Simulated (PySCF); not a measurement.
carbazole (C12H9N), SMILES c1ccc2c(c1)[nH]c1ccccc12.

Geometry optimised at B3LYP-D3(BJ)/def2-SVP.

Level of theory: TDA-B3LYP/def2-SVP (PySCF).

Vertical excitations. Isolated molecule, no solvent. State labels are in the subgroup C2v.

| state | symmetry | energy (eV) | λ (nm) | f | main pairs |
|---|---|---|---|---|---|
| S1 | A1 | 4.18 | 297 | 0.035 | HOMO→LUMO 85 % |
| S2 | B2 | 4.62 | 268 | 0.103 | HOMO−1→LUMO 63 %, HOMO→LUMO+1 29 % |
| S3 | B2 | 5.39 | 230 | 0.207 | HOMO→LUMO+1 31 %, HOMO−1→LUMO+2 29 %, HOMO−2→LUMO 25 %, HOMO→LUMO+3 5 % |
| S4 | A1 | 5.44 | 228 | 0.047 | HOMO−1→LUMO+1 59 %, HOMO→LUMO+2 22 % |
| S5 | B2 | 5.53 | 224 | 0.446 | HOMO−2→LUMO 46 %, HOMO→LUMO+1 19 %, HOMO−1→LUMO 18 %, HOMO→LUMO+3 13 % |
| S6 | A1 | 6.03 | 206 | 0.017 | HOMO→LUMO+2 36 %, HOMO−3→LUMO 33 %, HOMO−1→LUMO+3 14 %, HOMO−2→LUMO+1 11 % |
| T1 | B2 | 3.42 | 363 | 0 | HOMO−1→LUMO 84 % |
| T2 | A1 | 3.44 | 361 | 0 | HOMO→LUMO 95 % |
Triplets are in the Tamm–Dancoff approximation.
